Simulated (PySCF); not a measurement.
C$_{5}$H$_{7}$ClO$_{3}$Si: full NMR table

```yaml
Formula: C5H7ClO3Si
SMILES: C=C(C)[C@@H]1O[Si@H](Cl)OC1=O
Point_group_of_the_computed_structure: C1
Degrees_of_unsaturation: 3
Carbon_signals: 5
Proton_signals: 5
```

Bonds (- single, = double, # triple, : aromatic): C1=C2, C2-C3, C2-C4, C4-O5, O5-Si6, Si6-Cl7, Si6-O8, O8-C9, C9=O10, C9-C4. C1 carries H11, H12; C3 carries H13, H14, H15; C4 carries H16; Si6 carries H17. Stereochemistry as in C=C(C)[C@@H]1O[Si@H](Cl)OC1=O. H12 is cis to C3; H11 is trans to C3.

Method: geometry from GFN2-xTB, σ from GIAO-PBE0/pcSseg-1, in PySCF 2.14.0 with density-fitted response routines (non-relativistic Hamiltonian, no solvent model, a single conformation, one averaged value for each set of equivalent atoms).

δ = σ(ref) − σ, references computed at the same level: TMS for 1H (σ = 31.72 ppm) and 13C (σ = 186.93 ppm) and 29Si (σ = 349.16 ppm); 17O (σ = 336.08 ppm) vs H2O.

| carbon | δC, type | δH (multiplicity) | HMBC from (2–3 bonds) | span of the C tensor (ppm) |
| --- | --- | --- | --- | --- |
| C1 | 116.7, CH2 | H11 5.54 (m); H12 5.48 (m) | H16, H13/H14/H15 | 198 |
| C2 | 151.1, C | – | H11, H12, H16, H13/H14/H15 | 228 |
| C3 | 23.1, CH3 | 2.26 (s) | H11, H12, H16 | 38 |
| C4 | 80.7, CH | 4.64 (s) | H11, H12, H17, H13/H14/H15 | 39 |
| C9 | 174.0, C | – | H17, H16 | 154 |

Other nuclei:
```csv
atoms,nucleus,environment,δ (ppm),σ (ppm)
H17,1H,"hydrogen on a silicon bonded to Cl, 2 O, in a 5-membered ring",5.38,26.33
Si6,29Si,"silicon bonded to Cl, 2 O, H, in a 5-membered ring",-14.2,363.4
O10,17O,carbonyl oxygen,434.9,-98.9
O8,17O,"oxygen bonded to C, Si, in a 5-membered ring",223.1,113.0
O5,17O,"oxygen bonded to C, Si, in a 5-membered ring",79.8,256.3
```

Carbon types of the structure: 2 × C, 1 × CH, 1 × CH2, 1 × CH3, leaving 1 H on heteroatoms. δC 174.0: carbonyl carbon. δC 151.1: fully substituted alkene carbon; an sp2 carbon of a C=C bond. δC 116.7: terminal =CH2 carbon; the olefinic region. δC 80.7: sp3 CH bonded to O, α to a carbonyl; the inductive effect lowers its shielding. δC 23.1: allylic methyl carbon; saturated and bonded to C and H only.

Shifts are as computed. Against solution values, carbons near 30 ppm lie about +3 ppm off and those near 130 ppm about +5 ppm. Of 1211 compounds with measured shifts, 218 miss one by over three times the rms of a fit or turn the order of signals round; such compounds aren't used in these exercises. Unscaled 17O shifts of doubly bonded oxygen tend to come out too high, by tens of ppm or more. Experimental scales use liquid or dissolved standards, which lie at an offset from isolated H2O (liquid H2O: subtract about 36 ppm). No couplings were computed; multiplicities are counted from neighbouring protons, with m where these are inequivalent, close in shift, in a saturated or five-membered ring or joined by F or P, and br s for small geminal =CH2 splittings.
